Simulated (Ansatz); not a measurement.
The same molecule with X = O, S, Se. Ansatz, PBE0-D4/def2-TZVP geometries, multiplicity 1. Each molecule was computed in one conformer, which needn't be the lowest.

Scalar relativity is left out up to krypton.

| X | molecule | mean X–C bond length / Å | HOMO–LUMO gap (PBE0/def2-TZVPP) / eV | size of the dipole moment (ωB97M-V/def2-TZVPP) / D | size of the dipole moment (PBE/def2-TZVPP) / D |
| --- | --- | --- | --- | --- | --- |
| S | `N=C=S` | 1.563 | 6.48 | 2.01 | 1.91 |
| Se | `N=C=[Se]` | 1.713 | 5.89 | 2.30 | 2.04 |

Task: Give the row for X = O, `N=C=O`. (An estimate is asked.)

Result: The calculation gave: 
```csv
X,molecule,mean X–C bond length / Å,HOMO–LUMO gap (PBE0/def2-TZVPP) / eV,size of the dipole moment (ωB97M-V/def2-TZVPP) / D,size of the dipole moment (PBE/def2-TZVPP) / D
O,`N=C=O`,1.161,9.04,2.13,2.05
```

From O to Se the mean X–C bond length rises at each step, by 0.552 Å in all; the HOMO–LUMO gap (PBE0/def2-TZVPP) falls at each step, by 3.15 eV in all. Bonds lengthen as the atom grows down the group. Dipoles are sizes alone, and their direction can turn along the series.

Spin–orbit coupling is left out; it splits and shifts lone-pair levels of the heavy atoms by tenths of an eV.
